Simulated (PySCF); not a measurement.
# Cu⁺ (copper, charge +1) across methods

[Ar] 3d9 4s1, high-spin 3D determinant (an excited configuration). All numbers are calculated (PySCF 2.14, no relativity, point nucleus, in def2-TZVPPD).

| method | E (hartree) | mean ε 3d α (eV) | mean ε 3d β (eV) | mean ε 4s α (eV) | Σ⟨r²⟩ (bohr²) | ⟨S²⟩ |
| --- | --- | --- | --- | --- | --- | --- |
| PBE0 | -1639.851 | -22.770 | -21.444 | -14.650 | 23.55 | 2.000 |
| PBEsol | -1638.490 | -20.082 | -18.811 | -14.005 | 23.68 | 2.000 |
| MN15 | -1640.328 | -23.906 | -22.751 | -15.021 | 23.78 | 2.001 |
| UHF | -1638.64287 | -30.208 | -28.521 | -16.271 | 23.49 | 2.001 |
| r2SCAN | -1640.067 | -20.350 | -19.027 | -14.284 | 23.54 | 2.001 |
| PBE | -1639.824 | -20.052 | -18.816 | -13.955 | 23.71 | 2.000 |
| LDA | -1637.286 | -20.396 | -19.127 | -14.226 | 23.66 | 2.000 |
| BP86 | -1640.323 | -20.189 | -18.998 | -14.158 | 23.65 | 2.000 |
| TPSSh | -1640.091 | -21.072 | -19.824 | -14.185 | 23.62 | 2.000 |
